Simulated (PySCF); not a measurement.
ClSi, SMILES [Si]Cl (connectivity only; charge and spin as stated), neutral, multiplicity 2. Atoms are numbered in the order given.

```xyz
2

Si     0.0000     0.0000    -1.1432
Cl     0.0000     0.0000     0.9414
```
Charge 0, spin multiplicity 2.

Geometry: B3LYP-D3(BJ)/def2-TZVPD.

The numbers are results of B3LYP-D3(BJ)/def2-TZVPD in PySCF, not measurements.

Frequencies are harmonic and unscaled.

Computed harmonic wavenumbers and intensities:
| mode | ν (cm⁻¹) | IR (km/mol) | moving atoms (share of kinetic energy) |
|---|---|---|---|
| 1 | 508 | 103.7 | Si 56 %, Cl 44 % |
